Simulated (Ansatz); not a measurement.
Molecule: sum formula TaOF (charge 0, triplet). This is an excited triplet: at this geometry the singlet lies 0.24 eV lower at RI-MP2/CBS(def2-TZVPPD,def2-QZVPPD)+[CCSD(T)-MP2]/def2-TZVPPD. SMILES: [F][Ta]=[O]
Geometry: optimised at B3LYP-D3(BJ)/def2-TZVP (Ansatz, a program for electronic structure).

Parts of the frozen-core correlation energy in def2-SVP (Ansatz, hartree). Frozen orbitals: 6; correlated occupied orbitals by spin: 10 and 8; virtual: 44 and 46. UHF or UKS for open shells. Spin-orbit coupling is left out. Past Kr the def2 sets carry scalar-relativistic core potentials.

```csv
term,value
reference (HF),-230.59528
MP2 opposite-spin,…
MP2 same-spin,-0.15103
CCSD correlation,…
(T),…
T1 diagnostic,0.031
largest doubles amplitude,0.071
<S^2> of the reference,2.036
```

Question: Fill in the missing entries.

Answer: 
- MP2 opposite-spin, value: -0.34600
- CCSD correlation, value: -0.48238
- (T), value: -0.01941
